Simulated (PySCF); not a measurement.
SMILES [SiH](SB(C)C)(C)C (C4H13BSSi) (GFN2-xTB optimised geometry):

```
20

Si    -1.591     0.512    -0.049
C     -2.319     2.192     0.440
C     -2.131     0.032    -1.808
S      0.563     0.831     0.000
B      1.388    -0.749     0.000
C      0.600    -2.122     0.032
C      2.969    -0.749     0.000
H     -1.939    -0.525     0.928
H     -2.035     2.468     1.451
H     -1.967     2.977    -0.222
H     -3.403     2.174     0.391
H     -3.209    -0.089    -1.862
H     -1.679    -0.897    -2.141
H     -1.849     0.803    -2.521
H     -0.204    -2.170    -0.700
H      0.133    -2.266     1.007
H      1.252    -2.977    -0.137
H      3.364    -1.352     0.817
H      3.403     0.245     0.079
H      3.351    -1.199    -0.917
```

Calculation: PBE0/def2-SVP (PySCF).

What are the frontier orbital energies and the dipole moment?

HOMO-2 -8.63 eV, HOMO-1 -7.74 eV, HOMO -7.42 eV, LUMO -0.24 eV, LUMO+1 1.18 eV; dipole moment 1.61 D.

Meta-Löwdin charges at PBE0/def2-SVP: Si1 0.72, C2 -0.54, C3 -0.55, S4 -0.19, B5 0.10, C6 -0.42, C7 -0.41, H8 -0.11, H9 0.12, H10 0.12, H11 0.12, H12 0.12, H13 0.12, H14 0.12, H15 0.11, H16 0.12, H17 0.11, H18 0.12, H19 0.11, H20 0.12.
